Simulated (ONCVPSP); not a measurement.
**Pseudopotential generation for Ti: ONCV, PW91, scalar-relativistic.**

ONCVPSP 4.0.1 input, shortened (lines: element, Z, core and valence counts, functional; n l f; lmax; l rc ep ncon nbas qcut; lloc lpopt rc5 dvloc0; l nproj debl; icmod fcfact rcfact), PW91, scalar-relativistic:

```
  Ti 22.00    3    5  -109134      upf
    1    0    2.00
    2    0    2.00
    2    1    6.00
    3    0    2.00
    3    1    6.00
    3    2    2.00
    4    0    1.50
    4    1    0.50
    2
    0    1.65    0.00    4    7    8.70
    1    1.75    0.00    5    9    8.30
    2    2.10    0.00    4    8    6.30
    4    5    1.10    0.00
    0    2    0.50
    1    2    3.00
    2    2    0.90
    3    3.25    1.30
```

* Cutoffs needed: 21 Ha and 26 Ha (the cutoffs (Ha) at which the residual kinetic energy of the hardest occupied pseudo-wave falls to 1 and 0.1 mHa per electron)
* Ghost test: no bound ghost flagged; no localised positive-energy state flagged
* Largest excitation error: +42 meV (all-electron minus pseudo) for 3s2 3p6 3d3 4s1 4p0, out of 4 test configurations
* rms error of d²Exc/dni dnj: 1.45 mHa without and 0.81 mHa with the model core
